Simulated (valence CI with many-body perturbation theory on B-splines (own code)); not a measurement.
Values are calculated unless marked as measured or tabulated.
# Ce LIV: input, log and results

Level of theory: configuration interaction combined with many-body perturbation theory (CI+MBPT): three valence electrons over a frozen Dirac-Fock core [He], radial functions for each j: 11 s, 11 p, 10 d, 8 f, 5 g, 2 h, with the one-electron correlation potential Σ1 (screened to all orders), the two-electron term Σ2, the three-electron term Σ3, Breit, model QED; selected single and double excitations, second order for the rest, scaled by the run's own slope (own B-spline code, finite nucleus).

Command, and the settings that its task file holds:

```sh
python run_cv.py task.json out
```

```
atom Ce  Z=58  mass_number=140  rms_radius_fm=4.8771
core [He]
valence 2s2 2p1
avg = 1
basis = M
breit = 1
cap = 32000
capref = 2000
cscale = 1
de = 0.0
dress = 0
eps = 2e-08
extrap = 1
h = 0.27
hh = 1
l2 = 3
lcore = 6
maxit = 60
n2 = 5
natural = 1
nlev = 150
nno = [5, 5, 5, 4, 2, 1]
nroot = 36
nsp = [6, 6, 5, 4, 3, 1]
pt2 = 1
qed = 1
rpa = 1
s1 = 1
s2 = 1
s3 = 1
screen = 1
tol = 2e-05
whole = 1
```

It took 73 s on 1 thread of Arm Neoverse V1, on a shared host.

Log. The first blocks belong to the next ion, which gives the ionisation energy. Fields: 2J, parity (1 odd), roots, reference size, generating configurations, candidates as configurations/state functions, variational space P, stored matrix elements, Davidson steps; e2 is the range of second-order energies in hartree. The first line gives the box (bohr), its intervals, the orbitals and the steps of their self-consistent field. Window is the range of levels sought, series limit the energy at which the first omitted orbital would enter, core excitation an estimate of the first excitation out of the core, left out the lowest levels not solved, and shifts from estimates the range by which levels moved from their first estimate, all in cm⁻¹.

```
rmax 2.8 intervals 57 orbitals 83 references ['2s2 2p', '2s 2p2', '2p3'] scf 2 t 0.5
2J=0 par=0 roots 2 ref 20 generators 3 cand 396/396 P 372/372 nnz 0 it 0
2J=0 par=0 roots 2 ref 20 generators 3 cand 44/44 P 390/390 nnz 0 it 0
   second order: generators 3 cand 26/26 e2 -0.00000 -0.00000
2J=0 par=1 roots 2 ref 17 generators 3 cand 344/344 P 321/321 nnz 0 it 0
2J=0 par=1 roots 2 ref 17 generators 5 cand 40/40 P 342/342 nnz 0 it 0
   second order: generators 6 cand 19/19 e2 -0.00000 -0.00000
2J=2 par=1 roots 2 ref 40 generators 2 cand 922/922 P 777/777 nnz 0 it 0
2J=2 par=1 roots 2 ref 40 generators 2 cand 185/185 P 880/880 nnz 0 it 0
   second order: generators 2 cand 82/82 e2 -0.00000 -0.00000
reference levels 1013, estimated 767, window 68346183 1/cm; series limit 80627262, core excitation 281944286
2J=1 par=1 roots 23 ref 80 generators 23 cand 10477/15955 P 4932/7166 nnz 4.4e+06 it 5
2J=1 par=1 roots 23 ref 80 generators 23 cand 9074/13908 P 8685/12966 nnz 1.3e+07 it 5
   second order: generators 25 cand 5919/8883 e2 -0.00001 -0.00000
2J=1 par=0 roots 24 ref 82 generators 23 cand 8480/12655 P 4850/7170 nnz 4.5e+06 it 4
2J=1 par=0 roots 24 ref 82 generators 23 cand 7142/10607 P 8820/13361 nnz 1.4e+07 it 5
   second order: generators 26 cand 5781/8453 e2 -0.00001 -0.00000
2J=3 par=1 roots 32 ref 122 generators 26 cand 14540/30528 P 3613/7225 nnz 5.4e+06 it 5
2J=3 par=1 roots 32 ref 122 generators 27 cand 13530/28464 P 9793/20841 nnz 3.5e+07 it 5
   second order: generators 30 cand 8476/17450 e2 -0.00003 -0.00000
2J=3 par=0 roots 30 ref 120 generators 24 cand 14537/30510 P 3585/7223 nnz 5.5e+06 it 4
2J=3 par=0 roots 30 ref 120 generators 25 cand 13529/28447 P 9857/21126 nnz 3.6e+07 it 7
   second order: generators 29 cand 8455/17721 e2 -0.00003 -0.00000
2J=5 par=0 roots 25 ref 121 generators 24 cand 17061/42417 P 3411/7222 nnz 5.7e+06 it 5
2J=5 par=0 roots 25 ref 121 generators 26 cand 17296/43398 P 9820/23638 nnz 4.6e+07 it 7
   second order: generators 27 cand 10887/26982 e2 -0.00003 -0.00000
2J=5 par=1 roots 21 ref 116 generators 18 cand 14757/36462 P 3435/7215 nnz 5.5e+06 it 5
2J=5 par=1 roots 21 ref 116 generators 20 cand 16081/39349 P 9220/21806 nnz 4e+07 it 7
   second order: generators 23 cand 11472/28824 e2 -0.00002 -0.00000
2J=7 par=1 roots 10 ref 92 generators 11 cand 11084/31061 P 3337/7177 nnz 5.3e+06 it 4
...
2J=9 par=0 roots 4 ref 60 generators 5 cand 5782/16551 P 5030/12132 nnz 1.6e+07 it 4
   second order: generators 7 cand 6010/17538 e2 -0.00002 -0.00001
2J=11 par=0 roots 1 ref 26 generators 1 cand 2847/7480 P 1892/4094 nnz 2.1e+06 it 4
2J=11 par=0 roots 1 ref 26 generators 1 cand 2166/5910 P 2265/5036 nnz 3.4e+06 it 4
   second order: generators 2 cand 2686/7067 e2 -0.00001 -0.00001
2J=11 par=1 roots 1 ref 29 generators 2 cand 2845/7362 P 2098/4660 nnz 3.2e+06 it 4
2J=11 par=1 roots 1 ref 29 generators 3 cand 4006/11426 P 2459/5568 nnz 4.8e+06 it 4
   second order: generators 3 cand 3645/10518 e2 -0.00001 -0.00001
left out: unestimated 81100244, estimated 71931944, shifts from estimates -14 to 61
operators 0.2
```

The Davidson iterations converged.

The last digits are not significant, and no measured levels were compared; by estimate large intervals hold to a few tenths of a per cent, small ones and those within an open d or f shell to about a per cent.

| Quantity | Value |
| --- | --- |
| Valence energy | -1231.66 hartree |
| Ionisation energy | 10835 eV (NIST: 10840 ± 5 eV (theoretical)) |
| Reference configurations for the orbitals | 2s2 2p, 2s 2p2, 2p3 |
| Radial orbitals | 83 |
| Box radius | 2.765 bohr |
| Largest variational space | 23638 |
| Lowest levels | (2s^2 2p1/2) J=1/2 0.00, (2s 2p1/2^2) J=1/2 13.40, (2s^2 2p3/2) J=3/2 36.07, (2s 2p1/2 2p3/2) J=3/2 [a] 45.42, (2s 2p1/2 2p3/2) J=5/2 47.91, (2s 2p1/2 2p3/2) J=1/2 51.87, (2s 2p1/2 2p3/2) J=3/2 [b] 51.92, (2p1/2^2 2p3/2) J=3/2 66.13, (2s 2p3/2^2) J=5/2 82.82, (2s 2p3/2^2) J=1/2 88.73, (2s 2p3/2^2) J=3/2 88.80, (2p1/2 2p3/2^2) J=3/2 99.63, (2p1/2 2p3/2^2) J=5/2 101.15, (2p1/2 2p3/2^2) J=1/2 104.22 Ry |

Levels are named by their leading jj configuration (3d3/2^4 stands for four electrons in 3d with j = 3/2), which in mixed levels can hold well under half, so a name can repeat and another be missing. Letters in brackets count levels of one name in rising energy.
